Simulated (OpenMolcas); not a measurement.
Ta3+ with 4 ligands (chloride) in square-planar coordination (D4h) at 2.35 Å. A charge of +0.25 e stands 2.6 Å behind each ligand. Ligand basis ANO-RCC-VDZP.

- Program: OpenMolcas 26.06
- Method: CASSCF
- Basis: ANO-RCC-VTZP [8s7p5d3f2g1h]
- Scalar Hamiltonian: DKH2, point nucleus
- Active space: 2 electrons in 5 orbitals (5d)
- State averaging: 2S+1 = 3 even, 10 roots; 2S+1 = 1 even, 15 roots
- Spin-orbit coupling: RASSI with atomic mean-field integrals over the reference wave functions

(1) What is the spin-free ground state (labels of D4, the rotations of D4h)?

(2) Where is the first state of the same spin?

(3) What are the lowest two levels with spin-orbit coupling?

(4) What is χT at 300 K?

Results:

(1) 3E, 2-fold in its orbital part; it has the highest spin that d2 allows.

(2) A 1-fold state lies at 2350 cm-1 above the ground state.

(3) A 1-fold level, then a 2-fold level 1649 cm-1 above it. Their leading multiplicities are 3 (86 %) and 3 (100 %).

(4) 0.09 cm3 K/mol.

An orbital doublet at a regular site is open to a Jahn-Teller distortion, which this geometry leaves out. Without dynamic correlation the repulsion within the d shell is too large (B by tens of per cent), so at a given field states of lower spin stand too high. The least metal-like active orbital is 68 % on the metal (Löwdin) and no ligand orbital is active, so the numbers are rough. With metal d orbitals alone the field can be off either way by tens of per cent. Ligand-to-metal charge-transfer states are missing. With no ligand orbital active B as a rule stays too high, so bands that hang on it stand too high and its fall with covalency is understated. No measured value stands beside these numbers; the geometry is a model, was not optimised and need not be the one that this ion takes.
